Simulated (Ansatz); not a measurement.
Ansatz (a first-principles code) input (B2GP-PLYP/def2-TZVPD):

Ansatz 0.2 input:
```yaml
crystal:
  periodic: [false, false, false]
  atoms:
    - {symbol: C, position_ang: [-2.38242482, -0.57312317, -0.73288063]}
    - {symbol: N, position_ang: [-1.68737991, 0.22081672, 0.26252272]}
    - {symbol: C, position_ang: [-2.57925228, 1.04162493, 1.06075949]}
    - {symbol: Si, position_ang: [-0.02835051, 0.65168353, 0.06804863]}
    - {symbol: C, position_ang: [1.00533341, -0.83977125, -0.39425354]}
    - {symbol: Si, position_ang: [2.85067113, -0.59770896, -0.15306425]}
    - {symbol: H, position_ang: [-1.68434572, -1.21661177, -1.26895008]}
    - {symbol: H, position_ang: [-3.12693173, -1.21927999, -0.25444346]}
    - {symbol: H, position_ang: [-2.90938503, 0.04611884, -1.47350655]}
    - {symbol: H, position_ang: [-3.12879027, 1.77849695, 0.45714533]}
    - {symbol: H, position_ang: [-2.01750816, 1.58228295, 1.82304719]}
    - {symbol: H, position_ang: [-3.32014864, 0.41517698, 1.57036360]}
    - {symbol: H, position_ang: [0.40465439, 1.22601200, 1.36497512]}
    - {symbol: H, position_ang: [0.21548219, 1.68770123, -0.97877707]}
    - {symbol: H, position_ang: [0.82897151, -1.09270053, -1.44375864]}
    - {symbol: H, position_ang: [0.68729164, -1.69732586, 0.20583263]}
    - {symbol: H, position_ang: [3.61412020, -1.74342246, -0.70535093]}
    - {symbol: H, position_ang: [3.16507693, -0.47667367, 1.29037906]}
    - {symbol: H, position_ang: [3.30874549, 0.63648119, -0.83614854]}
basis:
  gaussian:
    orbitals: def2-TZVPD
hamiltonian:
  xc: {name: B2GP-PLYP}
magnetization: {spin_polarized: false}
correlation: {electrons: outside_noble_gas}
```

Output:

```
Functional definition: B2GP-PLYP
integrals: 1.41 GiB planned
2453 factors; integrals over basis functions are off by at most 8.7e-4 eV
0.57 GiB of the device are held for the grids
2.28 GiB of device memory are held for the factors and their scratch space
mean field: 3.11 GiB planned
mean field evaluation 1: about -20539.1080 eV, gradient 5.4e1 eV
mean field evaluation 2: about -20539.1504 eV, gradient 5.4e1 eV
mean field evaluation 4: about -20545.6463 eV, gradient 6.2e0 eV
mean field evaluation 8: about -20545.7297 eV, gradient 3.1e-1 eV
mean field evaluation 16: about -20545.7300 eV, gradient 9.8e-5 eV
mean field -20545.73001723 eV, -755.0416517371 hartree, gradient 2.3e-6 eV, S^2 0.000000; 0 other end points of the search recorded, 0 dependent functions left out
14 core orbitals not correlated
reference -20545.73019905 eV, -755.0416584191 hartree; 19, 19 occupied and 318, 318 virtual orbitals, 2453 factors
second order -30.39066371 eV of doubles, -0.00000000 eV of singles
Total energy: -20556.67083799 eV, -755.4437194842 hartree
```
